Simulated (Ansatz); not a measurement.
Species: GeI2, net charge 1, doublet state. 
Geometry from a B3LYP-D3(BJ)/def2-TZVP (Ansatz, an electronic-structure program) optimisation:
```xyz
3

Ge     0.0032    -0.0016     0.9371
I      1.0727    -1.8719    -0.2897
I     -1.0746     1.8728    -0.2761
```
Charge +1, spin multiplicity 2.

Parts of the frozen-core correlation energy in def2-SVP (Ansatz, hartree). Frozen orbitals: 32; correlated occupied orbitals by spin: 9 and 8; virtual: 43 and 44. Open shells are spin-unrestricted. No spin-orbit coupling. Past Kr the def2 sets carry scalar-relativistic core potentials.

| term | value |
|---|---|
| reference (HF) | -2668.18203 |
| MP2 opposite-spin | … |
| MP2 same-spin | … |
| CCSD correlation | -0.28048 |
| (T) | … |
| T1 diagnostic | 0.030 |
| largest doubles amplitude | 0.048 |
| <S^2> of the reference | 0.790 |

### Question
Some entries are withheld; supply them.

### Answer

- MP2 opposite-spin, value: -0.18341
- MP2 same-spin, value: -0.06926
- (T), value: -0.01167
